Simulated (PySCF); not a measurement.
Mg(H)(Et) (C2H6Mg), SMILES [CH2](C)[MgH]. Geometry: TPSSh-D3(BJ)/def2-TZVP.

Computed with TPSSh-D3(BJ)/def2-TZVP in PySCF.

Harmonic wavenumbers (cm⁻¹): 148, 189, 304, 337, 501, 541, 906, 943, 983, 1184, 1258, 1412, 1456, 1506, 1520, 1602, 2975, 2991, 3004, 3036, 3056. Rotational constants (GHz): 30.67, 4.501, 4.123; symmetry number 1.

Problem. Work out the zero-point energy and the ideal-gas rigid-rotor harmonic-oscillator thermochemistry at 298.15 K and 1 atm.

Solution. ZPE = ½ Σ hcν = ½ × 29851 cm⁻¹ = 42.67 kcal/mol. H − E(el) = 46.69 kcal/mol. Entropy in cal/(mol K): translation 37.90, rotation 23.85, vibration 9.26, total 71.02. G − E(el) = 25.52 kcal/mol. Cp = 19.49 cal/(mol K). Modes under 150 cm⁻¹ make the vibrational entropy uncertain.
